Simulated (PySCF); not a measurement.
Boron: a sound run and one with changed settings

Sound run: B⁺ [He] 2s2, B²⁺ [He] 2s1. Calculation: PySCF 2.14, in cc-pVDZ-DK (3s2p1d, 14 functions); scalar relativity by spin-free X2C-1e. The sound run starts from symmetry-adapted Hartree-Fock orbitals and uses a fine grid where one is needed.

Changed run: initial guess sap, at most 2 SCF cycles. This setting is unsound on purpose.

```json
{"species": "B⁺", "method": "UHF", "sound run (hartree)": "-24.24139", "changed run (hartree)": "-24.24136", "converged": "no"}
{"species": "B⁺", "method": "M06-2X", "sound run (hartree)": "-24.34880", "changed run (hartree)": "-24.34880", "converged": "no"}
{"species": "B⁺", "method": "PBE0", "sound run (hartree)": "-24.30463", "changed run (hartree)": "-24.30463", "converged": "no"}
{"species": "B²⁺", "method": "UHF", "sound run (hartree)": "-23.37800", "changed run (hartree)": "-23.37800", "converged": "no"}
{"species": "B²⁺", "method": "M06-2X", "sound run (hartree)": "-23.43693", "changed run (hartree)": "-23.43689", "converged": "no"}
{"species": "B²⁺", "method": "PBE0", "sound run (hartree)": "-23.40007", "changed run (hartree)": "-23.40006", "converged": "no"}
```

The SCF was stopped early; the energies are upper bounds that still move, and correlated levels were skipped or rest on poor orbitals.
